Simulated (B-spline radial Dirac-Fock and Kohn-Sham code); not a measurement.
**Atomic SCF run for Ni⁺**

ΔSCF core binding energies without Breit or QED terms, calculated with a B-spline atomic structure program. Keys: rel is the Hamiltonian (dirac, or spin-free x2c and nr, where L3 and M5 stand for the whole 2p and 3d shells), method is hf or an exchange,correlation pair (spin-unpolarised, also for the hole states), nuc the nuclear model, radius_factor scales its radius, rmax is the box in bohr, h the logarithmic mesh step, order the B-spline order, points the quadrature points per cell, c_factor scales the speed of light, and damp, ndamp, maxit and tol steer the iteration. The run stops when the commutator error falls below 10·tol·max(1, Z/10), or the numerical noise floor, and the energy has settled to about 1e-8 Ha; the virial ratio is −V/T.

Input (task.json):

```json
{"items": [{"Z": 28, "q": 1, "cfg": [[1, 0, 2], [2, 0, 2], [2, 1, 6], [3, 0, 2], [3, 1, 6], [3, 2, 9]], "A": 58, "rrms": 3.7757, "do": "settings", "holes": ["K", "L3", "M5"],
  "settings": [{"rel": "dirac", "method": "hf", "nuc": "fermi", "radius_factor": 1.0, "rmax": 2.0, "h": 0.3, "order": 8, "points": 10, "c_factor": 1.0, "maxit": 83, "damp": 0.5, "ndamp": 3, "tol": 1e-08}]}]}
```

Command: `python xray2_run.py task.json out`

Ground-state iterations:

```
iter   energy (Ha)        error
   1    -1516.24703378  1.03e+00
   2    -1516.63024214  6.16e-02
   3    -1516.64132750  2.55e-02
   4    -1516.64204244  1.13e-02
   5    -1516.64216336  9.98e-04
   6    -1516.64216764  1.83e-04
   7    -1516.64216857  5.25e-05
   8    -1516.64216860  2.87e-06
   9    -1516.64216860  4.96e-08
```

The ground state converged in 9 iterations, with total energy -1516.64217 Ha, virial ratio 1.97532 and highest orbital energy 2.97 eV. ΔSCF binding energies: K (1s) 8336.7 eV, L3 (2p3/2) 845.4 eV. Holes are computed only in closed shells, and unreliable hole states are left out.

Question: One setting is unsound. Which, and why?

Answer: rmax squeezes the outer orbitals. With the default settings (Dirac Hartree-Fock): The ground state converged in 11 iterations, with total energy -1519.06167 Ha, virial ratio 1.98352 and highest orbital energy -20.64 eV. ΔSCF binding energies: K (1s) 8362.5 eV, L3 (2p3/2) 871.3 eV. Holes are computed only in closed shells, and unreliable hole states are left out.
